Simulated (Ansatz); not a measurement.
Reaction (substitution at a C–C bond): `CC(C)(C)[NH][Sn]([Cl])([Cl])[Cl]` + `CN[SiH3]` → `CN(C)[SiH3]` + `CC(C)[NH][Sn]([Cl])([Cl])[Cl]`

Program: Ansatz. Geometries: PBE0-D4/def2-TZVP. ΔE: electronic, gas phase. CCSD(T)/CBS adds triple-zeta CCSD(T) − MP2 to the extrapolated MP2 energy (def2 sets, frozen cores). Functionals use def2-TZVPP. B3LYP here is the variant with VWN-RPA as its local correlation; programs differ in this. def2 core potentials past Kr. For Sn outer-core shells are correlated without core-valence functions, which leaves a few kJ/mol of doubt a bond. One conformer a species, not always the lowest.

`CC(C)(C)[NH][Sn]([Cl])([Cl])[Cl]`:

Cartesian coordinates in Å:
```
C -0.066 0.855 1.230
C 0.199 -0.389 0.395
C 1.645 -0.399 -0.092
C -0.078 -1.638 1.228
N -0.753 -0.411 -0.726
Sn -1.206 1.197 -1.808
Cl 0.504 2.687 -2.279
Cl -2.849 2.455 -0.805
Cl -2.028 0.397 -3.807
H 0.571 0.861 2.116
H 0.163 1.770 0.672
H -1.109 0.894 1.553
H 2.342 -0.419 0.750
H 1.838 -1.282 -0.707
H 1.862 0.489 -0.691
H 0.597 -1.685 2.085
H -1.108 -1.635 1.589
H 0.074 -2.542 0.632
H -0.597 -1.207 -1.335
```

`CN[SiH3]`:

Z-matrix (Å, degrees):
```
C
N 1 1.447
H 1 1.093 2 109.5
H 1 1.094 2 110.9 3 -117.8
H 1 1.098 2 113.8 3 120.2
Si 2 1.716 1 123.0 3 -36.9
H 2 1.007 1 113.6 3 170.5
H 6 1.486 2 107.4 1 175.3
H 6 1.488 2 108.6 1 55.3
H 6 1.496 2 115.3 1 -64.3
```

`CN(C)[SiH3]`:

Z-matrix (Å, degrees):
```
C
N 1 1.442
H 1 1.101 2 112.8
H 1 1.097 2 110.4 3 -120.2
H 1 1.092 2 110.5 3 120.8
C 2 1.442 1 113.7 3 62.5
Si 2 1.717 1 120.9 3 -94.0
H 6 1.092 2 110.5 1 176.7
H 6 1.097 2 110.4 1 57.7
H 6 1.101 2 112.8 1 -62.5
H 7 1.487 2 107.9 1 -42.4
H 7 1.487 2 107.9 1 -162.7
H 7 1.497 2 115.3 1 77.4
```

`CC(C)[NH][Sn]([Cl])([Cl])[Cl]`:

Cartesian coordinates in Å:
```
C 1.485 0.078 -0.020
C 0.125 0.722 0.163
C 0.061 1.529 1.448
N -0.909 -0.317 0.225
Sn -1.064 -1.674 -1.228
Cl -0.520 -0.873 -3.330
Cl 0.290 -3.497 -0.869
Cl -3.250 -2.402 -1.245
H 2.269 0.838 -0.023
H 1.685 -0.631 0.786
H 1.561 -0.456 -0.974
H -0.047 1.406 -0.681
H 0.253 0.885 2.310
H 0.804 2.329 1.434
H -0.922 1.989 1.577
H -1.822 0.075 0.425
```

```csv
level,ΔE (kcal/mol),difference from CCSD(T)/CBS
LDA (SPW92),8.7,-1.5
r2SCAN-D4,9.1,-1.1
B97M-V,9.5,-0.7
B3LYP-D4,8.2,-2.0
PBE-QIDH,9.2,-1.0
B3LYP,6.7,-3.5
r2SCANh,8.8,-1.4
CAM-B3LYP,7.5,-2.7
LC-ωPBE,8.5,-1.7
RPA@PBE/def2-TZVPP,9.2,-1.0
CCSD(T)/def2-SVP,9.7,-0.5
MP2/def2-TZVPP,10.5,0.3
SCS-MP2/def2-TZVPP,9.6,-0.6
CCSD/def2-TZVPP,9.4,-0.8
MP2/def2-QZVPP,10.8,0.6
SCS-MP2/def2-QZVPP,9.8,-0.4
CCSD(T)/CBS,10.2,0
```

Largest T1 diagnostic among the species: 0.011.

The D4 term adds +1.5 kcal/mol with B3LYP and +0.9 kcal/mol with PBE0; it sums over pairs of atoms, weighted by their polarisabilities, and B3LYP, whose exchange is more repulsive, gets the larger term. Leaving LDA and LC-ωPBE aside and taking each functional with its dispersion term where it has one, the values, not all of them listed here, spread over 1.8 kcal/mol, from BLYP-D4 to ωB97M-V. LDA lies +1.6 kcal/mol from PBE without D4. In def2-TZVPP, CCSD(T) changes the Hartree–Fock value by +2.8 kcal/mol (the triples alone add +0.4 kcal/mol) and MP2 by +3.5 kcal/mol.
